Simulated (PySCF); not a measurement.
H2Be, charge +1, doublet, geometry from GFN2-xTB (such geometries of metal compounds can be far from the true shape) (a state made from the parent by changing its charge; the spin is typed, not shown lowest). Base run: CAMB3LYP/def2-SVP (PySCF).

The PySCF input:
```python
from pyscf import gto, scf, dft

mol = gto.Mole()
mol.atom = '''
    Be    0.00000000    0.00000000    0.00000000
    H     0.00000000    0.00000000    1.36263112
    H    -0.00000000   -0.00000000   -1.36263112
'''
mol.basis = 'def2-svp'
mol.charge = 1
mol.spin = 1
mol.verbose = 3
mol.build()

mf = dft.UKS(mol)
mf.xc = 'camb3lyp'
mf.kernel()
```

Variants of this job, named by their change:

```
change                                           ΔE vs base (µEh)  fitting functions                outcome
-----------------------------------------------  ----------------  -----------------  ---------------------
base                                                          0.0                  -              converged
auxbasis = cc-pvtz-ri                                       -12.3                141              converged
auxbasis = default (with mf = mf.density_fit())             -62.0                 87              converged
auxbasis = cc-pvtz-jkfit                                        -                  -  stopped with an error
auxbasis = def2-universal-jkfit                             -62.0                 87              converged
auxbasis = cc-pvdz-jkfit                                        -                  -  stopped with an error
auxbasis = even-tempered beta=1.6                             0.0                186              converged
auxbasis = autoaux                                           -1.6                127              converged
auxbasis = even-tempered beta=3.0                           -11.0                 88              converged
auxbasis = cc-pvqz-jkfit                                        -                  -  stopped with an error
```

A fitting set is made for a task (jfit for Coulomb, jkfit for Coulomb and exchange, ri for correlation) and for a family of orbital bases.

Open shells are given as the SCF converged; they aren't shown to be the lowest states, and a large step between rows can be another state.

- auxbasis = cc-pvtz-jkfit: ended with `pyscf.lib.exceptions.BasisNotFoundError: Basis set not found for Be in cc-pvtz-jkfit`
- auxbasis = cc-pvdz-jkfit: ended with `pyscf.lib.exceptions.BasisNotFoundError: Basis set not found for Be in cc-pvdz-jkfit`
- auxbasis = cc-pvqz-jkfit: ended with `pyscf.lib.exceptions.BasisNotFoundError: Basis set not found for Be in cc-pvqz-jkfit`
